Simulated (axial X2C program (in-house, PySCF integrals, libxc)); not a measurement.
Values are calculated unless marked as measured or tabulated.
## GaC: input and output

Program: an in-house all-electron X2C program for linear molecules (integrals from PySCF).

Input:
```json
{"zs": [31, 6], "q": 0, "bas": ["dyall-cv3z", "dyall-v3z"], "levels": ["PBE0", "HF", "r2SCAN0"], "cc": true, "r0": 1.84, "thr": -1.0, "nmax": 90, "npts": 10, "nst": 2, "ntry": 6}
```
```bash
python so2c.py task.json out
```

Keys: zs atomic numbers; q charge; bas basis sets; levels methods; cc coupled cluster on or off; r0 starting distance in Å; thr threshold in hartree for freezing inner shells (an s shell follows its p shell); nmax most natural virtual spinors; npts points on the curve; nst determinants followed; ntry starts of the search. HF also brings MP2.

Output of the r2SCAN0 step, with spin–orbit coupling, at R = 2.002 Å for the state Ω = 3/2. It starts from PBE0 orbitals of this distance.

```
two-component X2C + atomic mean field  r2SCAN0
basis functions 150  fitting functions 881  grid points 5078
iter        total energy     max residual
   1      -1981.183507674     4.05e-02
   2      -1981.185330984     5.53e-03
   3      -1981.185211401     8.65e-03
   4      -1981.185532096     4.84e-04
   5      -1981.185543963     3.11e-04
   6      -1981.185547790     3.02e-04
   7      -1981.185549614     6.24e-05
   8      -1981.185549827     2.01e-05
   9      -1981.185549844     5.56e-06
  10      -1981.185549845     6.82e-07
converged
one-electron -2856.00820703  Coulomb 907.65971265  exact exchange -19.89157374  xc functional -61.46394749  nuclear repulsion 49.16431630  atomic mean-field constant -0.64585053
```
Energies are in hartree; totals compare only within one Hamiltonian and basis.
